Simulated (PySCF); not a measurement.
Compound: C₄H₈F₃N.
Z-matrix (Å and degrees, GFN2-xTB geometry), rows numbered from 1:
```
C 
C   1  1.5255
N   2  1.4473  1  108.74
C   2  1.5519  1  111.59  3   124.27
C   4  1.5135  2  113.86  1    66.04
F   5  1.3407  4  113.50  2   -74.16
F   5  1.3468  4  111.29  2   166.54
F   5  1.3415  4  112.94  2    47.20
H   1  1.0878  2  110.66  3   -71.09
H   1  1.0858  2  108.80  3    48.16
H   1  1.0852  2  111.19  3   167.89
H   2  1.0964  1  109.17  3  -116.19
H   3  1.0130  2  111.64  1  -177.79
H   3  1.0139  2  110.96  1    60.99
H   4  1.0934  2  109.48  1  -174.67
H   4  1.0926  2  110.49  1   -54.98
```

A PySCF run (density fitting, gas phase, GFN2-xTB geometry) gave HOMO -6.78 eV, LUMO 1.66 eV, dipole 2.41 D and E = -509.818 Eh.

Question: Which of these levels was it?
A. PBE0/pcSseg-0
B. PBE0/def2-SVPD
C. PBE0/IGLO-II
D. PBE0/6-31++G**
E. KT3/def2-SVPD

Answer: A. It is PBE0/pcSseg-0. All candidates on this geometry:

```json
{"level and settings": "KT3/def2-SVPD, fitting basis def2-universal-jkfit", "kind": "GGA", "basis functions": "233", "SCF cycles": "11", "E (Eh)": "-518.0080", "HOMO (eV)": "-5.98", "LUMO (eV)": "-0.46", "dipole (D)": "2.19"}
{"level and settings": "PBE0/6-31++G**, fitting basis def2-universal-jkfit", "kind": "global hybrid", "basis functions": "192", "SCF cycles": "10", "E (Eh)": "-511.0355", "HOMO (eV)": "-7.25", "LUMO (eV)": "-0.25", "dipole (D)": "2.25"}
{"level and settings": "PBE0/def2-SVPD", "kind": "global hybrid", "basis functions": "233", "SCF cycles": "12", "E (Eh)": "-510.6619", "HOMO (eV)": "-7.31", "LUMO (eV)": "0.47", "dipole (D)": "2.25"}
{"level and settings": "PBE0/IGLO-II, grid level 4", "kind": "global hybrid", "basis functions": "224", "SCF cycles": "12", "E (Eh)": "-511.1554", "HOMO (eV)": "-7.18", "LUMO (eV)": "1.09", "dipole (D)": "2.30"}
{"level and settings": "PBE0/pcSseg-0", "kind": "global hybrid", "basis functions": "88", "SCF cycles": "12", "E (Eh)": "-509.8178", "HOMO (eV)": "-6.78", "LUMO (eV)": "1.66", "dipole (D)": "2.41"}
```

The nearest other candidate, by the summed differences of HOMO and LUMO, is PBE0/IGLO-II: its HOMO differs by -0.40 eV and its LUMO by -0.57 eV. Cycle counts include a coarse-grid stage where the run had one. All basis functions are spherical, in the Pople sets too. KT3 was designed for NMR shieldings or shifts; total energies of different functionals aren't comparable.
